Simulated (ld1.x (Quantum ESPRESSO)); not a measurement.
## fluorine: one change to a TM potential, before and after

```json
{
 "Element": "fluorine",
 "Generator": "ld1.x (Quantum ESPRESSO) 7.5",
 "Type": "norm-conserving Troullier–Martins (Kleinman–Bylander form)",
 "Functional": "PBEsol",
 "Relativity": "scalar-relativistic",
 "Frozen core": "[He]",
 "Valence charge": "7",
 "Reference configuration": "2s2 2p5",
 "Partial waves": "2s (bound): rc 0.85 bohr; 3d channel at 0.15 Ry: rc 1.80 bohr; 2p (bound): rc 1.80 bohr",
 "Local potential": "the p channel",
 "Core correction": "none"
}
```

Change: all radii scaled by about 0.93 (s 0.80, p 1.68, d 1.68 bohr).

Cutoffs: the cutoffs (Ry, on a coarse ladder) from which the occupation-weighted sum of valence levels, in a spherical-Bessel basis at the reference potential, stays within 10 and 1 mRy of its value at 400 Ry; they do not see the model core or the augmentation charge, which bear on the density cutoff. Errors are all-electron minus pseudo energies relative to the spin-unpolarised reference configuration.

Question: How do hardness, ghosts and transferability respond?

Answer: The potential gets harder (90 Ry and 200 Ry → 100 Ry and 230 Ry); of the 7 tests that both files solve, the error grows in 2 and shrinks in 4 by more than 15 % and 0.3 meV (median size 6.6 → 10.1 meV); neither file shows a bound ghost. A smaller radius makes the pseudo-wave follow the all-electron one further in, where it bends more sharply, so more plane waves are needed.

```csv
quantity,base,changed
"cutoff, loose",90 Ry,100 Ry
"cutoff, tight",200 Ry,230 Ry
bound ghosts,none,none
"error for 2s2 2p4, meV [ΔE 19.32 eV]",-2.9,-8.3
"error for 2s2 2p3, meV [ΔE 57.59 eV]",+284,+205
"error for 2s2 2p2, meV [ΔE 118.08 eV]",+1610,+1277
"error for 2s2 2p4.5, meV [ΔE 7.51 eV]",-6.6,-6.6
"error for 2s1 2p6, meV [ΔE 18.70 eV]",+5.1,+10
"error for 2s1 2p5, meV [ΔE 38.30 eV]",-231,-189
"error for 2s2 2p5.3, meV [ΔE -2.65 eV]",-3.3,-2.8
```
